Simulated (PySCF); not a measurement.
As2FH5Si, SMILES F[SiH]([AsH2])[AsH2].

The structure is a stationary point at PBE-D3(BJ)/def2-SVP.

Level of theory: ωB97X/def2-TZVP (PySCF).

Gas-phase values at a fixed geometry.

```json
{
  "total_energy": "-4864.27246 hartree",
  "highest_occupied_level": "-9.55 eV",
  "lowest_empty_level": "1.36 eV",
  "orbital_gap": "10.92 eV",
  "dipole_moment": "0.342 e·Å",
  "quadrupole, principal values (traceless, Buckingham form, about the centre of nuclear charge)": "-3.39, -0.15, 3.53 D·Å",
  "mean_static_polarisability": "91.1 bohr³ (13.50 Å³)",
  "polarisability_principal_values": "74.5, 83.9, 114.9 bohr³"
}
```
